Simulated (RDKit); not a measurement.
Input for RDKit: UFF on SiH4 (SMILES [SiH4]).

```python
from rdkit import Chem
from rdkit.Chem import AllChem, rdDetermineBonds

blocks = [
'''5

Si    0.00000000   -0.00000000   -0.00000000
H     0.85467615    0.85467615    0.85467615
H    -0.85467615   -0.85467615    0.85467615
H    -0.85467615    0.85467615   -0.85467615
H     0.85467615   -0.85467615   -0.85467615
''',
]
mol = None
for b in blocks:
    f = Chem.MolFromXYZBlock(b)
    rdDetermineBonds.DetermineBonds(f, charge=0)
    mol = f if mol is None else Chem.CombineMols(mol, f)
Chem.SanitizeMol(mol)
print(Chem.MolToSmiles(Chem.RemoveHs(mol)))
ff = AllChem.UFFGetMoleculeForceField(mol, vdwThresh=100.0, ignoreInterfragInteractions=False)
e = ff.CalcEnergy()
print(f'UFF energy {e:.6f} kcal/mol')
```

The log:

```
[SiH4]
UFF energy 0.066533 kcal/mol
```

The run finished.

Cost: very roughly 0.010 core-seconds.
